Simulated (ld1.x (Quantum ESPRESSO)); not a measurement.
## F (Z = 9), TM: configuration errors across variants

fluorine, norm-conserving Troullier–Martins (Kleinman–Bylander form), made with ld1.x (Quantum ESPRESSO) 7.5 (PBE, scalar-relativistic). Core [He], reference 2s2 2p5. Waves: 2s (bound): rc 0.70 bohr; 2p (bound): rc 1.35 bohr. Local part: all-electron potential smoothed inside 0.85 bohr (lloc = -1). Core correction: none.

All-electron excitation energies from the reference (eV): (1) 2s2 2p4 19.390; (2) 2s2 2p3 57.775; (3) 2s2 2p2 118.413; (4) 2s2 2p1 204.215; (5) 2s1 2p5 38.493; (6) 2s2 2p5.3 -2.670; (7) 2s1 2p6 18.814.

Errors AE − PS in meV (a dash: test not solved or not reliable):

| change | (1) | (2) | (3) | (4) | (5) | (6) | (7) | bound ghosts |
| --- | --- | --- | --- | --- | --- | --- | --- | --- |
| base | +12 | +139 | +642 | +1987 | -45 | +0.3 | +13 | none |
| all radii scaled by about 0.75 (s 0.52, p 1.02 bohr); local potential all-electron potential smoothed inside 0.64 bohr (lloc = -1) | +3.1 | +47 | +239 | +812 | +2.7 | +0.4 | +23 | none |
| all radii scaled by about 0.84 (s 0.58, p 1.14 bohr); local potential all-electron potential smoothed inside 0.72 bohr (lloc = -1) | +4.1 | +62 | +312 | +1039 | -13 | +0.3 | +14 | none |
| all radii scaled by about 0.92 (s 0.64, p 1.24 bohr); local potential all-electron potential smoothed inside 0.78 bohr (lloc = -1) | +6.4 | +86 | +419 | +1351 | -25 | +0.3 | +13 | none |
| all radii scaled by about 1.21 (s 0.84, p 1.64 bohr); local potential all-electron potential smoothed inside 1.02 bohr (lloc = -1) | +37 | +359 | +1487 | +4231 | -119 | +0.6 | +11 | none |
| all radii scaled by about 1.32 (s 0.92, p 1.78 bohr); local potential all-electron potential smoothed inside 1.12 bohr (lloc = -1) | +56 | +502 | +2002 | +5518 | -161 | +1.0 | +9.4 | none |
| all radii scaled by about 1.38 (s 0.96, p 1.86 bohr); local potential all-electron potential smoothed inside 1.18 bohr (lloc = -1) | +71 | +616 | +2394 | +6475 | -198 | +1.2 | +2.4 | none |

(1) Give the same row for: all radii scaled by about 1.11 (s 0.78, p 1.50 bohr); local potential all-electron potential smoothed inside 0.94 bohr (lloc = -1).

## Answers

(1) +21, +226, +986, +2926, -75, +0.4, +13; bound ghosts: none.
